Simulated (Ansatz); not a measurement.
Task: Name a neutral molecule of C, Si and H with HOMO–LUMO gap (B3LYP/def2-TZVPP) between 7.55 and 7.85 eV and LUMO energy (B3LYP/def2-TZVPP) between 0.45 and 0.75 eV (Ansatz, PBE0-D4/def2-TZVP geometry).

Result: `C#CC[SiH2]C` (7.72 eV, 0.57 eV). Other molecules can fit too; these were computed, each in one conformer that needn't be the lowest.

B3LYP here is the variant with VWN-RPA as its local correlation; programs differ in this.
